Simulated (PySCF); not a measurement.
C₅H₆BF, SMILES C#CC(=C)B(C)F.

Geometry: PBE0-D3(BJ)/def2-SVP. This is a generated structure with no PubChem entry under its InChIKey; it may be hypothetical. The values are those of a single conformer.

Calculation: TDDFT-PBE/def2-SVPD (PySCF).

Vertical excitations. Isolated molecule, no solvent. State labels are in the subgroup Cs.

Computed excitation energies, oscillator strengths and character:
| state | symmetry | energy (eV) | λ (nm) | f | main pairs |
|---|---|---|---|---|---|
| S1 | A" | 3.90 | 318 | 0.000 | HOMO−1→LUMO 100 % |
| S2 | A' | 4.33 | 286 | 0.077 | HOMO→LUMO 88 % |
| S3 | A" | 5.09 | 244 | 0.000 | HOMO−2→LUMO 100 % |
| S4 | A" | 5.96 | 208 | 0.000 | HOMO−1→LUMO+1 95 % |
| S5 | A' | 6.01 | 206 | 0.107 | HOMO→LUMO+1 78 %, HOMO−1→LUMO+2 13 % |
| S6 | A" | 6.08 | 204 | 0.001 | HOMO→LUMO+2 95 % |
| S7 | A' | 6.50 | 191 | 0.051 | HOMO−1→LUMO+2 70 %, HOMO−1→LUMO+3 23 % |
| S8 | A" | 6.56 | 189 | 0.000 | HOMO→LUMO+3 99 % |
| S9 | A' | 6.65 | 186 | 0.161 | HOMO−3→LUMO 77 % |
| S10 | A" | 6.83 | 181 | 0.000 | HOMO−5→LUMO 99 % |
| T1 | A' | 2.94 | 422 | 0 | HOMO→LUMO 97 % |
| T2 | A" | 3.70 | 335 | 0 | HOMO−1→LUMO 99 % |
| T3 | A" | 4.83 | 257 | 0 | HOMO−2→LUMO 98 % |
| T4 | A' | 5.09 | 244 | 0 | HOMO→LUMO+1 63 %, HOMO−3→LUMO 26 % |
Triplets are in the Tamm–Dancoff approximation, which puts them higher than full response would, so one can lie above its singlet here.
